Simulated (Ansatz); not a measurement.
SO-, multiplicity 2 (lowest of 2S+1 = 2, 4 at CCSD(T)/def2-TZVPP on PBE0 minima; our sources give no spin for the ground state, which may be another), most abundant isotopes (15.9949 and 31.9721 u). Constants from fifth-degree fits in 1/R to seven points on the lowest solution found; no spin–orbit coupling, no relativity up to Kr; ω_e x_e and α_e move by some per cent with the fit.

Correlated levels freeze the cores. CBS: X⁻³ extrapolation of the correlation energy, Hartree–Fock from the larger set.

The values were computed with Ansatz (a first-principles code). Values without a source in brackets are computed.

```json
[
 {"level": "PBE/def2-TZVPP", "r_e (Å)": "1.6055", "ω_e (cm⁻¹)": "860.6", "ω_e x_e (cm⁻¹)": "5.02", "α_e (cm⁻¹)": "0.00545"},
 {"level": "CCSD(T)/CBS(aug-cc-pV(T+d)Z, aug-cc-pV(Q+d)Z)", "r_e (Å)": "1.5701", "ω_e (cm⁻¹)": "937.0", "ω_e x_e (cm⁻¹)": "5.48", "α_e (cm⁻¹)": "0.00480"}
]
```

Derive the rotational constants, the centrifugal constant, the fundamental, the zero-point energy and the force constant.


μ = 10.66130 u.
- PBE/def2-TZVPP: B_e = 16.8576/(μ r_e²) = 0.61346 cm⁻¹; B₀ = B_e − α_e/2 = 0.61073 cm⁻¹; D = 4B_e³/ω_e² = 1.25e-06 cm⁻¹; fundamental ω_e − 2ω_e x_e = 851 cm⁻¹; zero-point energy ω_e/2 − ω_e x_e/4 = 429 cm⁻¹; k = μ(2πcω_e)² = 465 N/m
- CCSD(T)/CBS(aug-cc-pV(T+d)Z, aug-cc-pV(Q+d)Z): B_e = 16.8576/(μ r_e²) = 0.64138 cm⁻¹; B₀ = B_e − α_e/2 = 0.63898 cm⁻¹; D = 4B_e³/ω_e² = 1.20e-06 cm⁻¹; fundamental ω_e − 2ω_e x_e = 926 cm⁻¹; zero-point energy ω_e/2 − ω_e x_e/4 = 467 cm⁻¹; k = μ(2πcω_e)² = 551 N/m

Doubts at one or more of the structures used: T1 above 0.05 (CCSD(T)/CBS(aug-cc-pV(T+d)Z, aug-cc-pV(Q+d)Z)).
